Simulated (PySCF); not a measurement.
Predicted microwave data (PBE0/def2-SVPD in PySCF (dipole) on a GFN2-xTB geometry, gas phase) for one isomer of C5H7FO2Si:

- Rotational constants: A = 2440, B = 932.8, C = 804.4 MHz
- Dipole components: |μa| = 0.15 D, |μb| = 3.22 D, |μc| = 2.23 D
- Inertial defect: -120.62 u·Å²
- κ: -0.84

Question: Which structure is it? (One computed conformer of each.)
A. `[O:1]=[C:2]1[O:3][CH2:4][CH2:5][CH:6]=[C:7]1[SiH2:8][F:9]` with C6–C7–Si8–F9 -12°, O1–C2–O3–C4 -173°, C2–O3–C4–C5 -44°, O3–C4–C5–C6 52°, C4–C5–C6–C7 -27°
B. `[O:1]=[C:2]1[CH2:3][C:4]([SiH2:5][F:6])=[CH:7][CH2:8][O:9]1` with C3–C4–Si5–F6 -50°, O1–C2–C3–C4 135°, C2–C3–C4–Si5 -134°, C4–C7–C8–O9 -42°, C7–C8–O9–C2 42°
C. `[O:1]=[C:2]1[O:3][CH2:4][CH:5]=[C:6]1[CH2:7][SiH2:8][F:9]` with C5–C6–C7–Si8 -107°, C6–C7–Si8–F9 61°

Answer: C. It is O=C1OCC=C1C[SiH2]F, an asymmetric top, point group C1. The candidates at the same level (rigid rotor, commonest isotopes):

| SMILES | A (MHz) | B (MHz) | C (MHz) | μa (D) | μb (D) | μc (D) | Δ (u·Å²) | point group | rotor |
| --- | --- | --- | --- | --- | --- | --- | --- | --- | --- |
| O=C1CC([SiH2]F)=CCO1 | 2660 | 839.5 | 699.0 | 1.66 | 4.07 | 0.59 | -68.97 | C1 | asymmetric top |
| O=C1OCC=C1C[SiH2]F | 2440 | 932.8 | 804.4 | 0.15 | 3.22 | 2.23 | -120.62 | C1 | asymmetric top |
| O=C1OCCC=C1[SiH2]F | 2478 | 1012 | 746.9 | 2.38 | 3.80 | 0.28 | -26.82 | C1 | asymmetric top |

`O=C1CC([SiH2]F)=CCO1` has C 13 % too low; `O=C1OCCC=C1[SiH2]F` has B 8 % too high. No structure here is proved a minimum.
